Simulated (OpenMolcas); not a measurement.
N⁺: the spin-orbit constant, thermal populations, worked from levels

- Program: OpenMolcas
- Basis: ANO-RCC-VQZP [5s4p3d2f1g]
- Scalar Hamiltonian: DKH2, point nucleus
- Active space: 2 electrons in 3 orbitals (2p)
- State averaging: 2S+1 = 3 even, 3 roots; 2S+1 = 1 even, 6 roots
- Spin-orbit coupling: RASSI with atomic mean-field integrals over the reference wave functions, term energies averaged over their components

Methods: CASSCF; SS-CASPT2, IPEA 0.25 Eh, imaginary shift 0.1 Eh (closed shells correlated: 1s 2s). Measured levels: NIST Handbook of Basic Atomic Spectroscopic Data.

**The spin-orbit constant.** For the Hund term ³P of p2, E(J) = (A/2) J(J+1) + constant and ζ = 2S·A = 2A. From J = 0 to J = 2 the energy changes by 3 A.

```
   Source  E(2) - E(0)     A   ζ
   CASSCF        142.0  47.3  95
SS-CASPT2        142.1  47.4  95
 measured        130.8  43.6  87
```

All in cm-1. SS-CASPT2 is off by +8.6 % and CASSCF by +8.6 %. Both methods take the spin-orbit matrix elements from the reference wave functions, so the second can move ζ only through the term energies and any multistate remixing. Second-order mixing with other terms is absorbed into this ζ.

**Thermal populations.** Z = Σ (2J + 1) exp(-E/kT) with k = 0.695035 cm-1/K, over the levels below. No other level of either list lies under 46700 cm-1, which is above 7 kT at each temperature.

| Level | 2J + 1 | SS-CASPT2 | measured |
| --- | --- | --- | --- |
| 2s² 2p² ³P₀ | 1 | 0.0 | 0.0 |
| 2s² 2p² ³P₁ | 3 | 47.8 | 48.7 |
| 2s² 2p² ³P₂ | 5 | 142 | 131 |
| 2s² 2p² ¹D₂ | 5 | 15240 | 15316 |
| 2s² 2p² ¹S₀ | 1 | 34740 | 32689 |

| T (K) | Z, SS-CASPT2 | Z, measured levels | Ground level (%), SS-CASPT2 | Ground level (%), measured levels |
| --- | --- | --- | --- | --- |
| 3000 | 8.606 | 8.630 | 11.6 | 11.6 |
| 5000 | 8.821 | 8.834 | 11.3 | 11.3 |
| 8000 | 9.173 | 9.178 | 10.9 | 10.9 |

At 8000 K, kT = 5560 cm-1, and the computed levels give Z = 1.000 + 2.974 + 4.874 + 0.323 + 0.002 = 9.173.

CASPT2 does not keep the components of a term degenerate, so their means are used; among the terms shown or strongly mixed into the levels shown the widest spread is 83 cm-1 (2s² 2p² ¹D, SS-CASPT2). With the s shell closed, the reference lacks s² → p² mixing. Without dynamic correlation excited terms often stand tens of per cent too high (terms of higher spin than the ground term too low), and those without a measured partner can miss by more than the paired ones (holds for CASSCF). Computed and measured levels are paired by configuration, term and J; levels that our copy of the source lacks, or whose pairing is in doubt (as where it misses far off the trend of its configuration), stay unpaired and out of the deviations. Only configurations of the active space appear.
